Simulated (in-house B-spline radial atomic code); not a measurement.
The numbers below are computed, except where a source is named.
Weak and strong correlation along the adiabatic connection

Two-electron singlets in several external potentials (atomic units), by full CI in B-splines with partial waves to l = 8 (correlation energies up to 0.6 % small). The repulsion is scaled by λ at fixed density; W(λ) is the mean repulsion less the Hartree energy, W(0) = E_x, and the area under W from 0 to 1 is E_xc.

One system gave this curve:

```
   λ  W (hartree)
   0      -4.4011
0.02      -4.4029
0.05      -4.4057
0.12      -4.4122
0.25      -4.4241
 0.4      -4.4376
 0.6      -4.4553
 0.8      -4.4727
   1      -4.4897
 1.4      -4.5227
   2        -4.57
   3      -4.6429
 4.5      -4.7406
   7      -4.8782
  10      -5.0115
```

**Question.** Which system is it?
A. −Z/r, Z = 7.35, wall at 0.895 bohr
B. −Z/r, Z = 3, wall at 2.8 bohr
C. ω²r²/2 − Z/r, ω = 1.52, Z = -1
D. −Z/r, Z = 1.55, wall at 1.99 bohr

**Answer.** A. The exchange energy sets the size: −Z/r, Z = 7.35, wall at 0.895 bohr: E_x = -4.4, E_c = -0.0451; −Z/r, Z = 3, wall at 2.8 bohr: E_x = -1.65, E_c = -0.0433; −Z/r, Z = 1.55, wall at 1.99 bohr: E_x = -1.11, E_c = -0.0413; ω²r²/2 − Z/r, ω = 1.52, Z = -1: E_x = -0.814, E_c = -0.0453 hartree.
